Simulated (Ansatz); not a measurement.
Relaxation of BBrClF2H (6 atoms, charge 0, multiplicity 1), to a largest force component of 0.03 eV/Å in at most 50 steps.

These are results of RKS PBE/def2-SVP in Ansatz, not measurements.

```xyz
6
Properties=species:S:1:pos:R:3
B -0.656 -0.714 -0.273
Br -1.256 1.023 -1.075
F -1.128 -1.074 0.902
F 0.117 -1.511 -0.978
H 1.092 1.564 0.371
Cl 1.831 0.713 1.053
```

Problem. Where does it end, and by what steps?

Solution. It converged. The force dipped under the threshold on the way, but the program's further checks kept it going. After 5 steps the energy has fallen by 0.045 eV; H5 moved furthest, 0.07 Å.

| step | energy less start (eV) | largest force component (eV/Å) | accepted |
| --- | --- | --- | --- |
| 0 | 0.0000 | 0.921 | yes |
| 1 | -0.0224 | 0.500 | yes |
| 2 | -0.0348 | 0.218 | yes |
| 3 | -0.0424 | 0.133 | yes |
| 4 | -0.0447 | 0.027 | yes |
| 5 | -0.0455 | 0.024 | yes |

```xyz
6
Properties=species:S:1:pos:R:3
B -0.684 -0.708 -0.292
Br -1.255 0.969 -1.060
F -1.147 -1.085 0.885
F 0.095 -1.518 -0.984
H 1.145 1.605 0.392
Cl 1.846 0.737 1.058
```

Whether the end is a true minimum wasn't checked by a vibrational analysis.

Run time: 9.8 s on 2 threads of Arm Neoverse V1, on a shared host, peak memory 0.15 GiB.
